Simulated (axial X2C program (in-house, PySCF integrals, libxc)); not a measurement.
What spin–orbit coupling does to BTe⁺

All values were computed with an in-house all-electron X2C program for linear molecules (integrals from PySCF). Spin-free means the one-electron spin-free X2C Hamiltonian; two-component (2c) means X2C with spin–orbit coupling and atomic mean-field two-electron Coulomb and Gaunt terms, so the difference of the two also holds small scalar two-electron terms. Basis: Te dyall-cv3z [11s12p8d4f1g], B dyall-v3z [7s6p2d1f] (cores contracted in-house); Gaussian nuclei, density fitting, unrestricted open shells. Masses: Te 129.906 u, B 11.009 u.

Spin-free state: M_S = 1, Λ = 1 (beyond evenly filled blocks: σα, π+α, π+β, π-α); fragments Te + B+ for PBE0, CCSD, B97-3; Te+ + B for HF.

| level | Re (Å) | ωe (cm⁻¹) | De (eV) | μ (D) |
| --- | --- | --- | --- | --- |
| PBE0 | 2.052 | 674.8 | 3.056 | 2.49 |
| HF | 2.071 | 616.2 | 1.389 | 3.44 |
| CCSD | 2.072 | 639.0 | 2.136 | n/a |
| B97-3 | 2.060 | 659.7 | 2.928 | 2.43 |

Correlated methods: 8 electrons correlated (number of frozen shells: Te 4 s, 3 p, 2 d; B 1 s), 230 virtual spin orbitals or spinors in MP2, 90 natural virtuals in coupled cluster.

Dipoles are positive if B is the positive end and refer to the centre of mass.

Two-component determinant lowest at the distance of the search:

Ω = 2 (⟨Sz⟩ = 0.99, ⟨Lz⟩ = 1.01 at HF); fragments Te + B+ for PBE0, CCSD, B97-3; Te+ + B for HF.

```json
{"level": "PBE0", "Re (Å)": "2.058", "ωe (cm⁻¹)": "661.4", "De (eV)": "3.033", "μ (D)": "2.50"}
{"level": "HF", "Re (Å)": "2.076", "ωe (cm⁻¹)": "597.0", "De (eV)": "1.552", "μ (D)": "3.44"}
{"level": "CCSD", "Re (Å)": "2.080", "ωe (cm⁻¹)": "618.7", "De (eV)": "2.065", "μ (D)": "n/a"}
{"level": "B97-3", "Re (Å)": "2.067", "ωe (cm⁻¹)": "644.4", "De (eV)": "2.861", "μ (D)": "2.44"}
```

Q: From the two tables, how do the constants change at the CCSD level (2c against spin-free)?

A: At the CCSD level Re increases by 0.008 Å and ωe goes down by 20.3 cm⁻¹; De changes by -0.071 eV.

One determinant describes the state; a PBE0 search over occupations chose it and may have missed a lower one. De is counted from the lowest determinant-based energies of the atoms at the same level, without counterpoise correction. Density functionals use the spin component along the axis (collinear). CCSD ran in a truncated set of natural virtual spinors with an MP2 remainder; without triples it tends to underbind. Other states lie close and PBE0, whose exact exchange favours high spin, may order them wrongly; the determinant shown need not be the ground state. The nearest other spin-free determinant of the search, M_S = 0, Λ = 1, lies 0.10 eV up at the distance of the search. Without a current term, density functionals place determinants with orbital angular momentum somewhat too high. With several unpaired electrons one determinant need not be a pure state. Open-shell Ω = 0 determinants with evenly filled partner blocks cannot be reached by this program, so the Ω shown need not be the lowest component. With the outer-core shells frozen, correlated bond lengths of heavy atoms tend to come out a few hundredths of an ångström too long.
